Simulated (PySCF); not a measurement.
AlFClBr, SMILES [F][Al]([Cl])[Br].

Geometry: PBE0-D3(BJ)/def2-SVP.

These are HF/def2-TZVPD run with PySCF values and carry that method's errors.

Gas-phase values at a fixed geometry.

Computed frontier levels, gap, dipole moment and polarisability:
```
Quantity                                                                                                       Result
---------------------------------------------------------------------------------------------  ----------------------
highest occupied level                                                                                      -12.14 eV
lowest empty level                                                                                            0.65 eV
orbital gap                                                                                                  12.79 eV
dipole moment                                                                                                  0.65 D
quadrupole, principal values (traceless, Buckingham form, about the centre of nuclear charge)  -6.40, -2.05, 8.46 D·Å
mean static polarisability                                                                       51.7 bohr³ (7.66 Å³)
polarisability, principal values                                                               44.2, 48.5, 62.4 bohr³
```
